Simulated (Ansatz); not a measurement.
Steps of a relaxation of `O=C=[N][In]([N]=C=O)[N]=C=O` with RKS PBE-D4/def2-SVP.

```sh
$ ansatz run in.yaml --threads 2 --pin off --events-out ev --progress --plain --max-ram 32768MiB --backend cpu
```

```yaml
crystal:
  periodic: [false, false, false]
  atoms:
    - {symbol: O, position_ang: [-1.174300, -1.996000, -0.844500]}
    - {symbol: C, position_ang: [-0.196000, -2.072200, -0.182400]}
    - {symbol: N, position_ang: [0.832300, -2.188400, 0.496900]}
    - {symbol: In, position_ang: [1.390700, -0.251600, 0.431800]}
    - {symbol: N, position_ang: [1.941800, 1.116600, -0.876200]}
    - {symbol: C, position_ang: [0.849900, 1.160300, -1.510900]}
    - {symbol: O, position_ang: [-0.185600, 1.166300, -2.139700]}
    - {symbol: N, position_ang: [-0.082800, 0.984900, 2.255400]}
    - {symbol: C, position_ang: [-1.144900, 1.010100, 1.559000]}
    - {symbol: O, position_ang: [-2.147900, 1.018800, 0.813600]}
basis:
  gaussian: {orbitals: def2-SVP}
hamiltonian: {xc: pbe, dispersion: d4}
relax: {f_tol: 0.03, max_steps: 200}
```

Positions (Å) and forces (eV/Å) along the path, 14 of 35 steps:

```xyz
10
step=1 energy=-18870.0709 eV
O    -1.174   -1.996   -0.845    0.234   -0.314    0.279
C    -0.196   -2.072   -0.182   -1.265   -0.555   -0.806
N     0.832   -2.188    0.497    0.268   -0.760    0.174
In    1.391   -0.252    0.432   -0.879    0.768    3.819
N     1.942    1.117   -0.876   -0.822    1.236   -2.018
C     0.850    1.160   -1.511   -1.392    0.230   -1.497
O    -0.186    1.166   -2.140    2.591    0.329    1.322
N    -0.083    0.985    2.255   -1.198   -0.704   -2.402
C    -1.145    1.010    1.559   -0.619   -0.384   -1.709
O    -2.148    1.019    0.814    3.083    0.155    2.839
10
step=2 energy=-18871.2761 eV
O    -1.189   -2.037   -0.846   -0.164   -0.311   -0.018
C    -0.214   -2.094   -0.185    0.015   -0.287   -0.070
N     0.821   -2.183    0.502   -0.081   -0.018   -0.170
In    1.325   -0.172    0.597   -0.902    0.880    2.012
N     1.916    1.130   -0.887   -0.423    0.193   -0.580
C     0.845    1.179   -1.533    0.104   -0.072   -0.218
O    -0.160    1.196   -2.159    0.442    0.335   -0.024
N    -0.026    0.917    2.137    0.093   -0.601   -1.228
C    -1.107    0.981    1.515   -0.653   -0.230   -1.261
O    -2.129    1.032    0.862    1.568    0.111    1.558
10
step=3 energy=-18871.6407 eV
O    -1.201   -2.093   -0.847   -0.051   -0.308    0.011
C    -0.213   -2.106   -0.197    0.318   -0.093    0.107
N     0.832   -2.146    0.481   -0.256    0.355   -0.218
In    1.224   -0.082    0.737    0.901   -0.670   -0.661
N     1.897    1.090   -0.884   -0.265   -0.111    0.059
C     0.850    1.175   -1.550    0.236   -0.152    0.040
O    -0.138    1.236   -2.196    0.052    0.281   -0.278
N     0.022    0.863    2.053   -0.891    0.532    0.652
C    -1.078    0.961    1.487   -0.002    0.003   -0.151
O    -2.113    1.050    0.920   -0.041    0.163    0.440
10
step=4 energy=-18871.8590 eV
O    -1.205   -2.281   -0.842    0.438   -0.235    0.287
C    -0.201   -2.194   -0.213    0.058   -0.015   -0.010
N     0.858   -2.135    0.442   -0.482    0.109   -0.298
In    1.203   -0.088    0.723    0.051   -0.049   -0.109
N     1.904    1.047   -0.896   -0.507    0.043   -0.232
C     0.900    1.209   -1.618   -0.002   -0.148    0.009
O    -0.045    1.352   -2.323    0.579    0.160    0.126
N    -0.012    0.893    2.095   -0.173    0.066    0.094
C    -1.130    1.014    1.574    0.144   -0.087   -0.225
O    -2.190    1.132    1.062   -0.107    0.157    0.356
10
step=7 energy=-18872.2800 eV
O    -1.134   -2.854   -0.811    0.340   -0.062    0.208
C    -0.181   -2.474   -0.218   -0.105   -0.078   -0.074
N     0.831   -2.128    0.408   -0.261   -0.048   -0.161
In    0.985   -0.074    0.588    0.055    0.008    0.058
N     1.866    1.035   -0.919   -0.229    0.068   -0.199
C     1.054    1.351   -1.801   -0.095    0.032   -0.141
O     0.313    1.670   -2.670    0.388    0.004    0.191
N    -0.055    0.897    2.089   -0.180    0.018   -0.073
C    -1.232    1.137    1.791   -0.122    0.033   -0.040
O    -2.363    1.388    1.548    0.209    0.026    0.230
10
step=9 energy=-18872.4853 eV
O    -1.054   -3.239   -0.757    0.319    0.039    0.194
C    -0.172   -2.665   -0.213   -0.092   -0.039   -0.061
N     0.776   -2.123    0.366   -0.223   -0.062   -0.137
In    0.835   -0.067    0.489   -0.013    0.005    0.004
N     1.807    1.035   -0.957   -0.105    0.010   -0.055
C     1.159    1.458   -1.919   -0.163    0.075   -0.216
O     0.588    1.884   -2.866    0.297   -0.052    0.227
N    -0.116    0.895    2.044   -0.178    0.025   -0.063
C    -1.303    1.218    1.933   -0.118    0.025   -0.043
O    -2.438    1.552    1.883    0.277   -0.027    0.151
10
step=11 energy=-18872.6292 eV
O    -0.926   -3.598   -0.686    0.143    0.038    0.087
C    -0.158   -2.835   -0.209   -0.069   -0.065   -0.044
N     0.686   -2.105    0.308   -0.065   -0.012   -0.042
In    0.660   -0.057    0.380   -0.029    0.003   -0.017
N     1.701    1.028   -1.010   -0.037    0.003   -0.022
C     1.257    1.551   -2.029   -0.042    0.029   -0.069
O     0.900    2.077   -3.026    0.107   -0.013    0.071
N    -0.206    0.894    1.975   -0.093    0.021   -0.019
C    -1.366    1.292    2.069   -0.051    0.018    0.001
O    -2.463    1.701    2.232    0.136   -0.021    0.053
10
step=12 energy=-18872.6746 eV
O    -0.846   -3.770   -0.637    0.073    0.013    0.045
C    -0.150   -2.918   -0.205    0.000    0.001   -0.001
N     0.627   -2.094    0.269   -0.072   -0.034   -0.046
In    0.556   -0.052    0.313   -0.006    0.000    0.000
N     1.638    1.023   -1.046   -0.052    0.032   -0.078
C     1.306    1.597   -2.079    0.001    0.008   -0.012
O     1.066    2.170   -3.085    0.064   -0.030    0.076
N    -0.263    0.896    1.929   -0.129    0.039   -0.004
C    -1.394    1.328    2.135   -0.059    0.025    0.018
O    -2.457    1.770    2.409    0.179   -0.054    0.002
10
step=13 energy=-18872.6996 eV
O    -0.747   -3.934   -0.578    0.026    0.034    0.015
C    -0.142   -2.991   -0.203   -0.191   -0.329   -0.115
N     0.548   -2.076    0.216    0.174    0.240    0.104
In    0.462   -0.045    0.254   -0.019    0.015   -0.029
N     1.559    1.018   -1.089    0.041   -0.191    0.303
C     1.351    1.635   -2.121   -0.012    0.186   -0.287
O     1.239    2.250   -3.124   -0.003    0.023   -0.034
N    -0.340    0.899    1.866    0.396   -0.174   -0.133
C    -1.419    1.361    2.194   -0.370    0.177    0.158
O    -2.427    1.833    2.589   -0.040    0.019    0.017
10
step=23 energy=-18872.7272 eV
O    -0.612   -4.110   -0.491    0.018    0.052    0.025
C    -0.161   -3.083   -0.117    0.026    0.002   -0.016
N     0.356   -2.068    0.327   -0.050   -0.039   -0.005
In    0.342   -0.049    0.123    0.010   -0.002    0.005
N     1.474    0.790   -1.339   -0.019    0.095   -0.132
C     1.415    1.702   -2.157    0.016    0.017    0.005
O     1.444    2.551   -2.979   -0.003   -0.130    0.128
N    -0.372    1.119    1.626   -0.110    0.054    0.033
C    -1.419    1.388    2.202   -0.003   -0.012    0.029
O    -2.383    1.709    2.808    0.113   -0.037   -0.073
10
step=28 energy=-18872.7429 eV rejected
O     0.006   -4.123   -0.618   -0.165    1.467    0.688
C    -0.106   -3.038   -0.125   -0.028    0.084    0.137
N    -0.268   -1.960    0.482    0.188   -1.562   -0.811
In    0.088   -0.006    0.035    0.016    0.007   -0.041
N     1.186    0.504   -1.603    0.104    0.418   -0.227
C     1.465    1.575   -2.146   -0.001   -0.081    0.045
O     1.788    2.548   -2.739   -0.110   -0.351    0.196
N    -0.610    1.447    1.280   -0.408    0.026    0.501
C    -1.374    1.446    2.250    0.077    0.033   -0.055
O    -2.091    1.555    3.187    0.327   -0.042   -0.435
10
step=33 energy=-18872.7840 eV
O     0.108   -4.111   -0.576   -0.014    0.128    0.057
C    -0.088   -3.033   -0.133   -0.027    0.029    0.015
N    -0.352   -1.963    0.410    0.042   -0.158   -0.068
In    0.027   -0.005    0.010   -0.007   -0.003   -0.004
N     1.114    0.508   -1.630    0.030    0.065   -0.035
C     1.476    1.564   -2.140   -0.008   -0.010   -0.004
O     1.871    2.521   -2.709   -0.017   -0.054    0.035
N    -0.685    1.440    1.252   -0.038    0.007    0.070
C    -1.369    1.454    2.271   -0.005    0.003   -0.016
O    -2.020    1.575    3.249    0.044   -0.006   -0.051
10
step=34 energy=-18872.7844 eV
O     0.107   -4.109   -0.576   -0.001    0.025    0.011
C    -0.089   -3.032   -0.133   -0.009    0.014    0.008
N    -0.349   -1.964    0.411    0.011   -0.038   -0.018
In    0.025   -0.005    0.009   -0.003   -0.001   -0.003
N     1.115    0.507   -1.631    0.006    0.016   -0.007
C     1.476    1.563   -2.140   -0.003   -0.009    0.002
O     1.871    2.521   -2.707   -0.002   -0.008    0.006
N    -0.685    1.440    1.251   -0.008    0.001    0.016
C    -1.369    1.454    2.270    0.002    0.000   -0.011
O    -2.018    1.574    3.248    0.008    0.000   -0.005
10
step=35 energy=-18872.7845 eV
O     0.115   -4.108   -0.574    0.001    0.000    0.000
C    -0.088   -3.032   -0.133    0.000    0.000    0.000
N    -0.354   -1.964    0.409    0.000    0.000    0.000
In    0.019   -0.005    0.006   -0.001    0.000    0.000
N     1.109    0.507   -1.634   -0.001    0.000    0.000
C     1.476    1.562   -2.139    0.000    0.000    0.000
O     1.878    2.519   -2.703    0.001    0.000    0.001
N    -0.691    1.440    1.248    0.000    0.000   -0.001
C    -1.369    1.454    2.270    0.000    0.000    0.000
O    -2.012    1.575    3.253    0.001    0.000    0.000
```

Run time 2.2 min (2 threads of an AMD EPYC 7R13 on a shared host); peak host memory 0.27 GiB.
